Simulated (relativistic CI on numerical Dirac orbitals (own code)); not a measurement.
**Pt⁷⁷⁺: computed level list**

These numbers are calculated, not measured: Dirac equation for one electron, model QED (radiative potential, 1s self-energy scaled to tabulated hydrogen-like ionisation energies) (own radial code, finite nucleus).

CI space: 1s, 2s, 2p, 3s, 3p, 3d, 4s, 4p, 4d, 4f, 5s, 5p, 5d, 5f, 5g, 6s, 6p, 6d. Levels of other configurations are missing.

The lowest level is 1s ²S1/2, with 100 % of that term; Hund's rules for 1s give ²S with J = 1/2, in agreement.

```
No.  Configuration  Term    J   E (eV)    %  Landé g  Lifetime (s)
  1             1s    ²S  1/2      0.0  100    1.766              
  2             2p   ²P°  1/2  67422.3  100    0.605      4.15e-17
  3             2s    ²S  1/2  67452.8  100    1.942              
  4             2p   ²P°  3/2  69534.1  100    1.290      4.69e-17
  5             3p   ²P°  1/2  80575.1  100    0.640      1.47e-16
  6             3s    ²S  1/2  80584.2  100    1.976      2.25e-15
  7             3d    ²D  3/2  81203.0  100    0.780      3.56e-16
  8             3p   ²P°  3/2  81204.4  100    1.314      1.49e-16
  9             3d    ²D  5/2  81378.7  100    1.182      4.04e-16
 10             4p   ²P°  1/2  85087.1  100    0.651      3.55e-16
 11             4s    ²S  1/2  85090.8  100    1.988      3.42e-15
 12             4d    ²D  3/2  85349.7  100    0.788      8.08e-16
 13             4p   ²P°  3/2  85350.3  100    1.323      3.46e-16
 14             4f   ²F°  5/2  85424.2  100    0.846      1.84e-15
 15             4d    ²D  5/2  85424.4  100    1.190      9.23e-16
 16             4f   ²F°  7/2  85460.1  100    1.133      1.91e-15
 17             5p   ²P°  1/2  87137.4  100    0.657      6.98e-16
 18             5s    ²S  1/2  87139.3  100    1.993      5.53e-15
 19             5d    ²D  3/2  87270.7  100    0.792      1.54e-15
 20             5p   ²P°  3/2  87271.0  100    1.327      6.67e-16
 21             5f   ²F°  5/2  87308.9  100    0.850      3.51e-15
 22             5d    ²D  5/2  87309.0  100    1.194      1.76e-15
 23             5g    ²G  7/2  87327.3  100    0.882      6.14e-15
 24             5f   ²F°  7/2  87327.4  100    1.137      3.66e-15
 25             5g    ²G  9/2  87338.2  100    1.105      6.25e-15
 26             6p   ²P°  1/2  88235.7  100    0.660      1.21e-15
 27             6s    ²S  1/2  88236.8  100    1.996      8.62e-15
 28             6d    ²D  3/2  88312.3  100    0.795      2.62e-15
 29             6p   ²P°  3/2  88312.5  100    1.329      1.14e-15
 30             6d    ²D  5/2  88334.4  100    1.196      3.01e-15
```

Energies count from the lowest computed level; ° marks odd parity; lifetimes are radiative, by E1, M1, E2, M2 decay to levels of this space only; some are left blank where a channel outside the calculation adds to the decay or the decay crosses a small, uncertain gap.
